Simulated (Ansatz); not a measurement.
## C5H8OS (tetrahydrothiopyran-4-one): the vertical ionisation energy from total energies

C5H8OS has 15 atoms, charge 0, and is taken as a singlet. As SMILES, `O=C1CCSCC1`. Geometry: relaxed at PBE0-D4/def2-TZVP. This is one conformer, not always the lowest.

Both states at this one shape; open shells run unrestricted unless said. 1 Eh = 27.2114 eV.

| level | program | singlet C5H8OS (Eh) | doublet C5H8OS+ (Eh) | HOMO of the first (eV) |
| --- | --- | --- | --- | --- |
| HF/3-21G | Ansatz | -662.920630 | -662.621607 | -9.60 |
| B3LYP/6-31G* (spherical functions) | Ansatz | -668.752705 | -668.435173 | -6.30 |

Task: Work out the vertical ionisation energy at each level.

Result: 
1. HF/3-21G: -662.621607 − (-662.920630) = 0.299023 Eh = 8.14 eV; −ε(HOMO) = 9.60 eV.
2. B3LYP/6-31G* (spherical functions): -668.435173 − (-668.752705) = 0.317532 Eh = 8.64 eV; −ε(HOMO) = 6.30 eV.

No measured value is set beside it here; the levels span 8.14 to 8.64 eV. In Hartree–Fock, −ε(HOMO) (Koopmans) exceeds the difference of totals by the orbital relaxation of the ion. Hartree–Fock favours the state with fewer electron pairs, since it lacks pair correlation.
